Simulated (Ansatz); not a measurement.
This geometry of H4OSeSn (7 atoms, charge 0, multiplicity 1) is a first-order saddle point.

All numbers below come from RKS PBE0-D4/def2-SVP in Ansatz 0.2.0.

```xyz
7
Properties=species:S:1:pos:R:3
O -1.415 -0.799 -0.602
Sn -0.020 0.507 -0.045
Se 2.172 -0.735 -0.192
H -2.286 -0.392 -0.684
H 0.041 1.803 -1.166
H -0.337 0.989 1.571
H 1.904 -1.441 1.071
```

**Question.** Which two structures does it join? (They come from a converged band through this point; their orientation in space is the band's.)

**Answer.** No bond is made or broken. The dihedral H4–O1–Sn2–Se3 goes from 28 to -48°.

Initial state:

```xyz
7
Properties=species:S:1:pos:R:3
O -1.732 -0.248 -0.693
Sn -0.076 0.648 -0.057
Se 1.897 -0.937 -0.297
H -1.682 -1.206 -0.593
H 0.123 1.969 -1.117
H -0.256 1.050 1.598
H 1.787 -1.345 1.113
```

Final state:

```xyz
7
Properties=species:S:1:pos:R:3
O -1.707 -0.447 -0.232
Sn -0.067 0.648 0.013
Se 2.002 -0.806 -0.215
H -1.655 -1.012 -1.012
H 0.058 1.826 -1.225
H -0.260 1.251 1.596
H 1.688 -1.528 1.028
```

**Question.** How far does it lie above each of them?

**Answer.** 0.071 eV above the first and 0.090 eV above the second. This is the barrier of this one path; another mechanism may lie lower.

Run time: 7.3 min on 2 threads of Intel(R) Xeon(R) Platinum 8375C CPU @ 2.90GHz (Ice Lake) (shared host), peak memory 0.23 GiB.
